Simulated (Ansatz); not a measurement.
System: BiI$_{2}$, net charge 1, singlet state. 
Geometry from a B3LYP-D3(BJ)/def2-TZVP (Ansatz, a program for electronic structure) optimisation:
```xyz
3

Bi     0.0453    -0.0328     0.9536
I      1.0907     1.8295    -0.7380
I     -1.1616    -1.7781    -0.7554
```
Charge +1, spin multiplicity 1.

Basis-set convergence of Hartree-Fock and MP2 correlation energies (hartree) with Ansatz. Correlated levels leave the core frozen unless marked. No spin-orbit coupling. Frozen are the shells of the preceding noble gas and the d and f shells that filled before the atom's block. In def2 rows, elements after Kr have scalar-relativistic effective core potentials.

The T1 diagnostic of CCSD in the largest basis is 0.025, which is high, so the coupled-cluster rows are less sure than usual.

```tsv
basis	functions	E(HF)	E(corr, MP2)
def2-SVP	78	-806.66818	-0.26576
def2-TZVPP	150	-806.70216	-0.35874
def2-QZVPP	246	-806.70705	-0.40587
```

Extrapolating the two largest sets (X = 3 and 4) as X^-3: E(corr) = (64·(-0.40587) - 27·(-0.35874))/37 = -0.4403 Eh, an estimate of the basis-set limit. The largest set recovers 92.2 % of it, the smallest 60.4 %.
